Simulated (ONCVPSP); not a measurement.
# Zn (Z = 30): variants of one ONCV potential

Base potential:

zinc (Zn), optimised norm-conserving Vanderbilt (ONCV), made with ONCVPSP 4.0.1 (PBEsol, fully relativistic). Core [Ar], reference 3d10 4s1.5 (charge +0.5). Waves: 4s: rc 2.25 bohr, ncon 4, nbas 7, qcut 2.8 1/bohr, 1 projector; p scattering state at 0.27 Ha: rc 1.80 bohr, ncon 4, nbas 7, qcut 4.8 1/bohr, 3 projectors, debl 3.5 Ha; 3d: rc 1.50 bohr, ncon 4, nbas 9, qcut 8.7 1/bohr, 2 projectors, debl 2.4 Ha. Local part: polynomial inside 1.15 bohr (lpopt 5, dvloc0 3 Ha). Core correction: Teter function, fcfact 3.25, rcfact 1.35.

Open shells are filled in proportion to 2j + 1.

All-electron outer shells of the reference configuration (PBEsol, scalar-relativistic, ld1.x):

```json
{"shell": "3p", "level (eV)": "-87.88", "outermost node (bohr)": "0.25", "outermost maximum (bohr)": "0.59"}
{"shell": "3d", "level (eV)": "-14.77", "outermost node (bohr)": "–", "outermost maximum (bohr)": "0.57"}
{"shell": "4s", "level (eV)": "-9.86", "outermost node (bohr)": "0.85", "outermost maximum (bohr)": "2.04"}
```

Cutoffs, loose and tight: the cutoffs (Ha) at which the residual kinetic energy of the hardest occupied pseudo-wave falls to 1 and 0.1 mHa per electron. They do not see the model core or the augmentation charge, which bear on the density cutoff. Test errors are all-electron minus pseudo excitation energies from the reference, over the configurations 3d10 4s2; 3d10 4s1; 3d10 4s0; 3d10 4s0 4p1. A dash means not determined; rows that change the core or the reference have their own tests. The largest error is taken over the tests solved by every variant that gives reliable tests at all: 3d10 4s0; 3d10 4s1; 3d10 4s2.

A true bound ghost makes a file unfit for plane-wave use even where its test errors are small: the radial tests pick states by their node count and pass the ghost by.

```csv
change,outcome,"cutoff, loose","cutoff, tight",bound ghosts,GHOST(+) flags above zero,largest test error (meV)
base,generated,38 Ha,125 Ha,"p3/2, p1/2, s","p3/2, p1/2",+22
p: qcut 2.8,generated,38 Ha,125 Ha,"p3/2, p1/2, s",p3/2,+22
p: qcut 3.5,generated,38 Ha,125 Ha,"p3/2, p1/2, s","p3/2, p1/2",+22
p: qcut 3.9,generated,38 Ha,125 Ha,"p3/2, p1/2, s","p3/2, p1/2",+22
p: qcut 4.4,generated,38 Ha,125 Ha,"p3/2, p1/2, s","p3/2, p1/2",+22
p: qcut 5,generated,38 Ha,125 Ha,"p3/2, p1/2, s",none,+22
p: qcut 5.7,generated,38 Ha,125 Ha,"p3/2, p1/2, s",none,+22
p: qcut 6.1,generated,38 Ha,125 Ha,"p3/2, p1/2, s",none,+22
p: qcut 6.7,generated,38 Ha,125 Ha,"p3/2, p1/2, s",none,+22
p: qcut 7.1,generated,38 Ha,125 Ha,"p3/2, p1/2, s",none,+22
```

Reading the sweep of the qcut of the p channel (base included, trends over the rows without a ghost): Bound ghosts are found at 2.8, 3.5, 3.9, 4.4, 4.8, 5, 5.7, 6.1, 6.7, 7.1 1/bohr. Every judged row has one, so this setting neither creates nor removes them.
